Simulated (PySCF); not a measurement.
A side-by-side comparison of computed properties.

First species: C3H7F2NSi2.
InChI=1S/C3H7F2NSi2/c1-2-3(4,5)7-8-6/h1H,6-8H2

Second species: C₆H₈F₂.
InChI=1S/C6H8F2/c7-5-1-2-6(8,3-5)4-5/h1-4H2/t5-,6+

Levels: CAM-B3LYP/def2-SVPD for HOMO energy, LUMO energy, HOMO–LUMO gap and static isotropic polarisability; TDDFT CAM-B3LYP/def2-SVPD for lowest singlet excitation; TDA CAM-B3LYP/def2-SVPD for lowest triplet excitation (Tamm–Dancoff). Geometries: GFN2-xTB. Each structure is a single optimised conformer of the isolated species, non-relativistic unless stated. Electronic properties by PySCF.

Dipoles, sizes and rotational constants follow the conformer. The torsions of the flexible species, by atom-mapped SMILES:
- `[CH:1]#[C:2][C:3]([F:4])([F:5])[SiH2:6][SiH2:7][NH2:8]`: C2–C3–Si6–Si7 179°, C3–Si6–Si7–N8 178°, H–N8–Si7–Si6 -52°, H–N8–Si7–Si6 170°

The conformers of `F[C@]12CC[C@](F)(C1)C2` aren't listed.

| property | column X | column Y |
| --- | --- | --- |
| HOMO energy | -10.13 eV | -8.96 eV |
| LUMO energy | 1.28 eV | 0.11 eV |
| HOMO–LUMO gap | 11.41 eV | 9.07 eV |
| lowest singlet excitation | 8.56 eV | 5.72 eV |
| lowest triplet excitation (Tamm–Dancoff) | 8.43 eV | 5.17 eV |
| static isotropic polarisability | 64.7 au | 99.3 au |

Q: Which column belongs to which species?

A: Column X is the second species and column Y the first. The first has 15 atoms and 78 electrons, the second 16 and 62.

Q: How does each property change from the first species to the second?

A: HOMO energy -1.17 eV; LUMO energy +1.17 eV; HOMO–LUMO gap +2.34 eV; lowest singlet excitation +2.84 eV; lowest triplet excitation (Tamm–Dancoff) +3.26 eV; static isotropic polarisability -34.6 au.

On the first: S1 lies 3.35 eV below the HOMO–LUMO gap; its leading configuration is HOMO→LUMO, weight 0.90. The polarisability is 14.72 Å³ as a volume (1 au = 0.148185 Å³), or 1.27 au for each of the 78 electrons.

On the second: The principal polarisabilities are 62.6, 65.7 and 65.7 au; their mean is the isotropic value. The polarisability is 9.58 Å³ as a volume (1 au = 0.148185 Å³), or 1.04 au for each of the 62 electrons.
